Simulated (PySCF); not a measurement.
A calculated (LDA, PySCF 2.14, x2c-QZVPPall with one added diffuse shell each of s, p, d, f, g type, scalar relativity by spin-free X2C-1e) atom or ion has these occupied shells.

```csv
shell,electrons,orbital energy (eV),"rms radius, mean of both spins (bohr)"
1s α,1,-26453.6,0.0349
1s β,1,-26453.6,0.0349
2s α,1,-3936.6,0.143
2s β,1,-3936.6,0.143
2p α,3,-3537.7,0.127
2p β,3,-3537.7,0.127
3s α,1,-740.55,0.384
3s β,1,-740.53,0.384
3p α,3,-609.39,0.385
3p β,3,-609.36,0.385
3d α,5,-402.53,0.365
3d β,5,-402.51,0.365
4s α,1,-114.60,0.936
4s β,1,-114.56,0.936
4p α,3,-75.888,1.03
4p β,3,-75.829,1.03
4d α,5,-20.829,1.40
4d β,5,-20.603,1.40
5s α,1,-13.798,2.79
```

**Question.** Name the element and its charge.

**Answer.** Cd⁺ (cadmium, charge +1), in [Kr] 4d10 5s1, 2S determinant.
